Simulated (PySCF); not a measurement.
CH5BGeN, BGeH5O, C2H6GeO, GeH7NOSi and others (calculated)

Computed with PySCF 2.14.0. Calculation on a computer-drawn molecule: the log of a Hartree-Fock and frozen-core CCSD(T) single point meant for a local Hartree-Fock minimum, with one planted fault or none, to be diagnosed. Offsets are logged minus clean, where the clean run is the same molecule without the fault. The reference is restricted for singlets and unrestricted otherwise, and also for a bond in bohr or an excited solution. Adding or removing an electron swaps singlet and doublet. The excited solution moves the top pair (singlet) or top alpha electron (doublet) to the lowest empty orbital. Highest occupied and lowest empty are orbital energies over both spins, largest force is the largest gradient component, triples share is (T) over the correlation energy, the T1 limit is 0.02 restricted and 0.045 unrestricted, electrons count all cores, a negative frequency is imaginary (commonest isotopes), and the dipole is about the centre of nuclear charge; on germanium a core potential holds 10 electrons, which the energies leave out, and 3d is frozen in MP2 and coupled-cluster steps.

Common to all runs: meant charge 0; meant basis and core potential on germanium cc-pVDZ-PP ECP10MDF; logged SCF converged yes; logged CC converged yes; logged SCF stable within its kind yes; possible faults no fault, one electron removed, one electron added, multiplicity raised by two, geometry at a saddle point, SCF held on an excited solution, minimal basis STO-3G, one bond length entered in bohr, all coordinates scaled.

```yaml
- entry: 1
  formula: CH5BGeN
  logged_structure:
    atoms_angstrom:
      - ["N", -1.5852, -0.0236, -1.3815]
      - [B, -0.4559, -0.0329, -0.885]
      - [C, 0.9206, -0.0599, -0.2488]
      - [Ge, 1.3501, -0.8745, 1.4713]
      - [H, -2.4817, -0.0113, -1.7872]
      - [H, 1.7367, 0.4121, -0.79]
      - [H, 0.0945, -1.4997, 2.0785]
      - [H, 2.4193, -1.9525, 1.2675]
      - [H, 1.9033, 0.1979, 2.4152]
  given:
    meant_multiplicity: 2
    meant_basis: cc-pVDZ
    logged_electrons: 54
    logged_basis_functions: 90
    logged_spin_squared: 0.0
    "logged_highest_occupied [eV]": -16.924
    "logged_lowest_empty [eV]": -7.1009
    "logged_largest_force [hartree/bohr]": 0.047409
    logged_T1_diagnostic: 0.033711
    logged_D1_diagnostic: 0.13955
    logged_triples_share: 0.041465
    "logged_dipole_magnitude [debye]": 3.5686
    "logged_energy_HF [hartree]": -412.9465
    "logged_energy_CCSD(T) [hartree]": -413.46478
    drawn_bonds_atom: [1, 2, 3, 1, 3, 4, 4, 4]
    drawn_bonds_other_atom: [2, 3, 4, 5, 6, 7, 8, 9]
    drawn_bonds_order: [2, 1, 1, 1, 1, 1, 1, 1]
  results:
    planted_fault: "one electron removed"
    "HF_energy_offset_from_clean_run [kcal/mol]": 202.1
    "CCSD(T)_energy_offset_from_clean_run [kcal/mol]": 199.0
  notes: ["T1 above single-reference limit"]
- entry: 2
  formula: BGeH5O
  logged_structure:
    atoms_angstrom:
      - [B, -0.3747, 2.0719, -1.3965]
      - [O, 0.3216, 1.1964, -0.6575]
      - [Ge, -0.0674, 0.4355, 0.9236]
      - [H, -1.453, 2.48, -1.0293]
      - [H, 0.096, 2.4472, -2.4395]
      - [H, -0.0809, -1.0692, 0.6816]
      - [H, -1.428, 0.9505, 1.3867]
      - [H, 1.0493, 0.8401, 1.8786]
  given:
    meant_multiplicity: 1
    meant_basis: cc-pVDZ
    logged_electrons: 49
    logged_basis_functions: 76
    logged_spin_squared: 0.7749
    "logged_highest_occupied [eV]": -18.334
    "logged_lowest_empty [eV]": -7.8587
    "logged_largest_force [hartree/bohr]": 0.094862
    logged_T1_diagnostic: 0.052507
    logged_D1_diagnostic: 0.28012
    logged_triples_share: 0.026357
    "logged_dipole_magnitude [debye]": 3.3568
    "logged_energy_HF [hartree]": -395.51549
    "logged_energy_CCSD(T) [hartree]": -395.91315
    drawn_bonds_atom: [1, 2, 1, 1, 3, 3, 3]
    drawn_bonds_other_atom: [2, 3, 4, 5, 6, 7, 8]
    drawn_bonds_order: [1, 1, 1, 1, 1, 1, 1]
  results:
    planted_fault: "one electron removed"
    "HF_energy_offset_from_clean_run [kcal/mol]": 228.7
    "CCSD(T)_energy_offset_from_clean_run [kcal/mol]": 243.3
  notes: ["T1 above single-reference limit"]
- entry: 3
  formula: C2H6GeO
  logged_structure:
    atoms_angstrom:
      - [C, -0.3532, -0.1701, 1.5799]
      - [O, -0.1397, -0.3733, 0.2222]
      - [C, 0.661, 0.6011, -0.3931]
      - [Ge, -0.3098, 2.3037, -0.8633]
      - [H, -1.0045, -0.9658, 1.9371]
      - [H, -0.8412, 0.7926, 1.7799]
      - [H, 0.5867, -0.2024, 2.1444]
      - [H, 1.5716, 0.7987, 0.1908]
      - [H, 1.0003, 0.1776, -1.3452]
      - [H, 0.9836, 2.9412, -1.532]
  given:
    meant_multiplicity: 1
    meant_basis: cc-pVDZ
    logged_electrons: 57
    logged_basis_functions: 95
    logged_spin_squared: 0.7867
    "logged_highest_occupied [eV]": -15.687
    "logged_lowest_empty [eV]": -6.738
    "logged_largest_force [hartree/bohr]": 0.085101
    logged_T1_diagnostic: 0.041431
    logged_D1_diagnostic: 0.26389
    logged_triples_share: 0.030759
    "logged_dipole_magnitude [debye]": 2.5284
    "logged_energy_HF [hartree]": -447.12652
    "logged_energy_CCSD(T) [hartree]": -447.72591
    drawn_bonds_atom: [1, 2, 3, 1, 1, 1, 3, 3, 4]
    drawn_bonds_other_atom: [2, 3, 4, 5, 6, 7, 8, 9, 10]
    drawn_bonds_order: [1, 1, 1, 1, 1, 1, 1, 1, 1]
  results:
    planted_fault: "one electron removed"
    "HF_energy_offset_from_clean_run [kcal/mol]": 176.6
    "CCSD(T)_energy_offset_from_clean_run [kcal/mol]": 187.2
- entry: 4
  formula: GeH7NOSi
  logged_structure:
    atoms_angstrom:
      - ["N", -0.5719, 1.8186, 1.0424]
      - [Si, 0.9593, 1.1793, 1.4905]
      - [O, 1.8894, 2.3724, 2.1535]
      - [Ge, 1.9551, 0.2638, -0.4965]
      - [H, -1.1, 1.3853, 0.3085]
      - [H, -1.7394, 2.4814, 2.384]
      - [H, 0.9211, 0.1564, 2.5558]
      - [H, 1.9914, 3.1736, 1.6612]
      - [H, 2.3308, 1.3758, -1.489]
      - [H, 3.2311, -0.5217, -0.1671]
      - [H, 0.9919, -0.6914, -1.221]
  given:
    meant_multiplicity: 1
    meant_basis: "cc-pV(D+d)Z"
    logged_electrons: 68
    logged_basis_functions: 109
    logged_spin_squared: 0.7972
    "logged_highest_occupied [eV]": -10.405
    "logged_lowest_empty [eV]": 1.7435
    "logged_largest_force [hartree/bohr]": 0.020718
    logged_T1_diagnostic: 0.057276
    logged_D1_diagnostic: 0.34124
    logged_triples_share: 0.031203
    "logged_dipole_magnitude [debye]": 1.5379
    "logged_energy_HF [hartree]": -715.63978
    "logged_energy_CCSD(T) [hartree]": -716.25692
    drawn_bonds_atom: [1, 2, 2, 1, 1, 2, 3, 4, 4, 4]
    drawn_bonds_other_atom: [2, 3, 4, 5, 6, 7, 8, 9, 10, 11]
    drawn_bonds_order: [1, 1, 1, 1, 1, 1, 1, 1, 1, 1]
  results:
    planted_fault: "one bond length entered in bohr, row 5 of the drawn bonds"
    "HF_energy_offset_from_clean_run [kcal/mol]": 86.73
    "CCSD(T)_energy_offset_from_clean_run [kcal/mol]": 90.56
  notes: ["T1 above single-reference limit"]
- entry: 5
  formula: AlGeH6NO
  logged_structure:
    atoms_angstrom:
      - [O, 1.641, -0.2873, -2.7144]
      - [Al, 1.1748, -0.0434, -0.942]
      - ["N", -0.5597, 0.6784, -0.4425]
      - [Ge, -1.3464, 1.0549, 1.3776]
      - [H, 1.1193, -0.1015, -3.5835]
      - [H, 2.323, -0.4745, 0.2574]
      - [H, -1.261, 0.941, -1.2523]
      - [H, -1.7056, 2.6886, 1.5416]
      - [H, -0.2091, 0.6065, 2.5221]
      - [H, -2.7602, 0.1747, 1.6034]
  given:
    meant_multiplicity: 1
    meant_basis: "cc-pV(D+d)Z"
    logged_electrons: 66
    logged_basis_functions: 104
    logged_spin_squared: 0.0
    "logged_highest_occupied [eV]": -10.158
    "logged_lowest_empty [eV]": 2.4494
    "logged_largest_force [hartree/bohr]": 0.070658
    logged_T1_diagnostic: 0.017072
    logged_D1_diagnostic: 0.059234
    logged_triples_share: 0.027176
    "logged_dipole_magnitude [debye]": 1.9948
    "logged_energy_HF [hartree]": -668.1291
    "logged_energy_CCSD(T) [hartree]": -668.72958
    drawn_bonds_atom: [1, 2, 3, 1, 2, 3, 4, 4, 4]
    drawn_bonds_other_atom: [2, 3, 4, 5, 6, 7, 8, 9, 10]
    drawn_bonds_order: [1, 1, 1, 1, 1, 1, 1, 1, 1]
  results: {}
```

## Withheld values
1. Give the missing planted fault for AlGeH6NO (entry 5).

Answers
1. all coordinates scaled, by +9.5 %

Further results for AlGeH6NO (entry 5):

```
HF energy offset from clean run      : 45.25 kcal/mol
CCSD(T) energy offset from clean run : 32.34 kcal/mol
```
